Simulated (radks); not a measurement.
Removal energies from the vanadium ion V7+, [Ne] 3s2 3p4, by Delta-SCF beside the eigenvalue of the level emptied. Calculated with a radial shooting solver on a logarithmic mesh with Libxc functionals: scalar-relativistic Kohn-Sham, PBE, spin-polarised, spherical densities, finite nucleus; Fermi nuclear charge, rms radius of each element as measured or else 0.836 A^(1/3) + 0.57 fm. Open shells are filled with parallel spins first.

[
 {"removed from": "3p", "final configuration": "[Ne] 3s2 3p3", "Delta-SCF (eV)": "173.24", "-eigenvalue (eV)": "161.93"},
 {"removed from": "3s", "final configuration": "[Ne] 3s1 3p4", "Delta-SCF (eV)": "201.17", "-eigenvalue (eV)": "189.72"},
 {"removed from": "2p", "final configuration": "[He] 2s2 2p5 3s2 3p4", "Delta-SCF (eV)": "677.75", "-eigenvalue (eV)": "643.99"},
 {"removed from": "2s", "final configuration": "[He] 2s1 2p6 3s2 3p4", "Delta-SCF (eV)": "772.93", "-eigenvalue (eV)": "743.22"}
]
